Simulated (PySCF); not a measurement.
An unknown is described by computed data only.

Elements present: C, Cl, H, O and S. Monoisotopic mass: 170.0168 u.

| Property | Result |
| --- | --- |
| 13C NMR | chemical shifts (computed TMS as zero) by class: 91.0 (1 C), 32.0 (1 C), 23.2 (1 C), 17.9 (1 C), 9.3 (1 C) ppm [GIAO B3LYP/pcSseg-1] |
| Triplet | lowest triplet excitation (Tamm–Dancoff): 4.82 eV [TDA CAM-B3LYP/def2-SVPD] |
| Polarisability | 103.3 au [CAM-B3LYP/def2-SVPD] |
| Rotational structure | rotational constants A, B, C: 1.932, 0.805, 0.741 GHz [PBE0-D3(BJ)/def2-SVP] |
| UV, strongest line | among the 10 lowest singlet transitions: S6 at 7.45 eV (166 nm, f = 0.222) [TDDFT CAM-B3LYP/def2-SVPD] |
| Valence photoelectron | vertical ionisation energy: 11.16 eV [ΔSCF CAM-B3LYP/def2-SVPD] |
| Dipole | 4.67 D [CAM-B3LYP/def2-SVPD] |

Gas-phase values; electronic properties from PySCF, density fitting. Levels stand in brackets. NMR shifts are as computed; neighbouring signals can stand in another order in a measured spectrum. Isolated species at its PBE0-D3(BJ)/def2-SVP geometry (one conformer only). NMR classes are plain means over equivalent atoms (diastereotopic ones count apart unless rotation or inversion swaps them), as if these changed places fast.

Problem. Which formula fits the mass and the elements?

Solution. C5H11ClO2S (calculated 170.0168). No other formula that holds each of these elements comes within 0.0003 u with a fitting electron parity and a possible valence count.

Problem. Propose a structure and show how it fits.

Solution. Numbering: `[CH3:1][CH:2]([CH3:3])[C@@H:4]([CH3:5])[S:6](=[O:7])(=[O:8])[Cl:9]`. 5 carbons fall into 5 classes; from least to most shielded: sp3 carbon bound to sulfur [C4] (91.0 ppm), sp3 CH carbon [C2] (32.0 ppm), methyl carbon [C1] (23.2 ppm), methyl carbon [C3] (17.9 ppm), methyl carbon [C5] (9.3 ppm). The optimised geometry has point group C1 and is an asymmetric top. Structure: `CC(C)[C@@H](C)S(=O)(=O)Cl`. Computed isomers that give other values at the same levels: `CCC(C)(C)S(=O)(=O)Cl` (13C chemical shifts (computed TMS as zero) by class: 88.4 (1 C), 36.4 (1 C), 25.0 (2 C), 11.9 (1 C) ppm). The assignments are read from this structure; whether some other isomer fits the data as well wasn't checked. The mirror image fits equally.

Conformer computed: `[CH3:1][CH:2]([CH3:3])[C@@H:4]([CH3:5])[S:6](=[O:7])(=[O:8])[Cl:9]`: C1–C2–C4–C5 70°, C2–C4–S6–O7 49°.
